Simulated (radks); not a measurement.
Valence configurations of the iron ion Fe2+ (all share [Ar]). All-electron calculation, scalar-relativistic Kohn-Sham, PBE, spin-polarised, spherical densities, point nucleus; open shells are filled with parallel spins first. Program: a radial shooting solver on a logarithmic mesh with Libxc functionals. Energies are relative to 3d6; eigenvalues in eV for spin up.

3d6: E (eV) 0.000; moment (Bohr magnetons) 4; e(3d) -27.180
3d5 4s1: E (eV) 3.552; moment (Bohr magnetons) 6; e(3d) -33.758; e(4s) -23.306
3d5 4p1: E (eV) 10.140; moment (Bohr magnetons) 6; e(3d) -34.979; e(4p) -17.387
3d4 4s1 4p1: E (eV) 23.288; moment (Bohr magnetons) 6; e(3d) -41.839; e(4p) -19.279; e(4s) -26.421
3d4 4s2: E (eV) 18.439; moment (Bohr magnetons) 4; e(3d) -40.648; e(4s) -25.046
3d3 4s2 4p1: E (eV) 44.069; moment (Bohr magnetons) 4; e(3d) -49.341; e(4p) -20.602; e(4s) -28.181
3d5.5 4s0.5: E (eV) 1.498; moment (Bohr magnetons) 5; e(3d) -30.360; e(4s) -22.027
3d4 4p2: E (eV) 30.446; moment (Bohr magnetons) 6; e(3d) -42.982; e(4p) -19.854
3d3.5 4p2.5: E (eV) 42.756; moment (Bohr magnetons) 6; e(3d) -47.152; e(4p) -21.017

NIST lists [Ar] 3d6 as the ground configuration; this level of theory agrees among the configurations tried. The energies are those of spherical high-spin densities, not of single terms.
